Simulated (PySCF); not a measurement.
Structure with atom numbers: `[CH3:1]/[CH:2]=[C:3](/[CH2:4][F:5])[Si:6]([F:7])([F:8])[F:9]` (H(Xn): hydrogen on atom n).

- PBE0/pcSseg-1 with gauge-including orbitals
- geometry from GFN2-xTB
- program: PySCF
- gas phase, relativity neglected, single conformer, averaged over atoms made equivalent by symmetry, fast rotation or ring inversion

δ = σ(ref) − σ, references computed at the same level: ¹³C, ¹H, ²⁹Si vs TMS; ¹⁹F vs CFCl3.

```tsv
atoms	nucleus	count	Hirshfeld charge	δ (ppm)
C4	¹³C	1	0.02	86.0
H(C1)	¹H	3	0.05	2.15
C2	¹³C	1	-0.01	?
C3	¹³C	1	-0.12	129.3
H(C4)	¹H	2	0.05	5.20
F7/F8/F9	¹⁹F	3	-0.19	?
F5	¹⁹F	1	-0.10	-254.5
C1	¹³C	1	-0.11	?
Si6	²⁹Si	1	0.58	-64.7
H(C2)	¹H	1	0.05	7.15
```

Q: Estimate the values marked ?.

A: 
- C2: 155.3 ppm, alkene CH; an sp2 carbon of a C=C bond
- C1: 24.9 ppm, allylic methyl carbon; a saturated carbon with 1 carbon neighbour and no heteroatom attached
- F7/F8/F9: -145.9 ppm, fluorine bonded to Si

Shifts are as computed. Against solution values, carbons near 30 ppm lie about +3 ppm off and those near 130 ppm about +5 ppm. Of 1211 compounds with measured shifts, 218 miss one by over three times the rms of a fit or turn the order of signals round; such compounds aren't used in these exercises. Unscaled 19F shifts against computed CFCl3 carry errors that often reach 10 to 50 ppm.
